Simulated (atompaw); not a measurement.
# Ranking PAW (atompaw) potentials for iron

All share these settings but for the change named:

```
Element                 : iron
Generator               : atompaw 4.2.0.5
Type                    : PAW
Functional              : PBEsol
Relativity              : scalar-relativistic
Frozen core             : [Ar]
Valence charge          : 8
Reference configuration : 3d6 4s1.5 4p0.5
Partial waves           : 4s (bound): rc 2.30 bohr; 4s channel at 0.15 Ry: rc 2.30 bohr; 4p (bound): rc 2.30 bohr; 4p channel at 1.75 Ry: rc 2.30 bohr; 3d (bound): rc 1.60 bohr; 3d channel at 2.35 Ry: rc 1.60 bohr
Local potential         : bessel scheme, radius 2.00 bohr
Core correction         : smooth core density matched at 1.65 bohr
Augmentation charge     : besselshape compensation charge, radius 2.15 bohr; PAW radius 2.30 bohr; waves and projectors: custom polynom vanderbiltortho
```

Cutoff: the first of the cutoffs (Ry, on a coarse ladder) from which the occupation-weighted sum of valence levels, in a spherical-Bessel basis at the reference potential, stays within 10 and 1 mRy of its value at 400 Ry; the density cutoff is not measured.

The base gives 50 Ry.

Of 6 variants that were run, those that failed, showed a ghost or another fault, or gave nearly equal values are left out.

Q: Rank these variants from softest to hardest (loose cutoff).
A. all radii scaled by about 0.94 (s 2.16, p 2.16, d 1.50 bohr); local potential bessel scheme, radius 1.88 bohr; augmentation besselshape compensation charge, radius 2.02 bohr; PAW radius 2.16 bohr; waves and projectors: custom polynom vanderbiltortho; core correction smooth core density matched at 1.56 bohr
B. all radii scaled by about 1.17 (s 2.68, p 2.68, d 1.88 bohr); local potential bessel scheme, radius 2.34 bohr; augmentation besselshape compensation charge, radius 2.52 bohr; PAW radius 2.68 bohr; waves and projectors: custom polynom vanderbiltortho; core correction smooth core density matched at 1.92 bohr
C. all radii scaled by about 1.26 (s 2.90, p 2.90, d 2.02 bohr); local potential bessel scheme, radius 2.52 bohr; augmentation besselshape compensation charge, radius 2.72 bohr; PAW radius 2.90 bohr; waves and projectors: custom polynom vanderbiltortho; core correction smooth core density matched at 2.08 bohr
D. all radii scaled by about 1.12 (s 2.58, p 2.58, d 1.80 bohr); local potential bessel scheme, radius 2.24 bohr; augmentation besselshape compensation charge, radius 2.42 bohr; PAW radius 2.58 bohr; waves and projectors: custom polynom vanderbiltortho; core correction smooth core density matched at 1.86 bohr

A: C (25 Ry), B (30 Ry), D (40 Ry), A (60 Ry).
